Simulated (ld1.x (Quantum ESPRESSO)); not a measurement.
## An all-electron radial function and its pseudo partner (O (Z = 8))

Columns: radius, all-electron u(r) and pseudo u(r) of the 2s shell (level -23.76 eV) of oxygen in the configuration [He] 2s2 2p4; PBEsol, non-relativistic, TM semilocal scheme, ld1.x (Quantum ESPRESSO) 7.5.

| r (bohr) | all-electron | pseudo |
| --- | --- | --- |
| 0.055 | 0.3500 | -0.0502 |
| 0.110 | 0.4194 | -0.1023 |
| 0.165 | 0.3392 | -0.1583 |
| 0.220 | 0.1866 | -0.2201 |
| 0.275 | 0.0065 | -0.2895 |
| 0.330 | -0.1753 | -0.3675 |
| 0.385 | -0.3444 | -0.4539 |
| 0.440 | -0.4939 | -0.5466 |
| 0.495 | -0.6210 | -0.6409 |
| 0.550 | -0.7251 | -0.7303 |
| 0.605 | -0.8073 | -0.8079 |
| 0.660 | -0.8692 | -0.8692 |
| 0.715 | -0.9131 | -0.9131 |
| 0.770 | -0.9414 | -0.9414 |
| 0.825 | -0.9565 | -0.9565 |
| 0.880 | -0.9603 | -0.9603 |
| 0.935 | -0.9550 | -0.9550 |
| 0.990 | -0.9421 | -0.9421 |
| 1.045 | -0.9233 | -0.9233 |
| 1.100 | -0.8998 | -0.8998 |
| 1.155 | -0.8726 | -0.8726 |
| 1.210 | -0.8429 | -0.8429 |
| 1.265 | -0.8113 | -0.8113 |
| 1.320 | -0.7785 | -0.7785 |
| 1.375 | -0.7450 | -0.7450 |
| 1.430 | -0.7112 | -0.7112 |

Question: How many radial nodes do the two functions have?

Answer: The all-electron 2s function has n − l − 1 = 1; the pseudo-wave has 0, since the states of the same l below it are removed with the core.

Question: At about which radius was the pseudo-wave matched?

Answer: 0.70 bohr, where the columns begin to agree (steps of 0.06 bohr).

Question: Where does each function peak?

Answer: Outermost all-electron maximum near 0.88 bohr, pseudo maximum near 0.88 bohr (to the table’s step).

Question: Is the pseudo-wave norm-conserving?

Answer: Yes: the TM semilocal scheme keeps the norm inside the radius equal to the all-electron one, which fixes the energy derivative of the logarithmic derivative at the level.
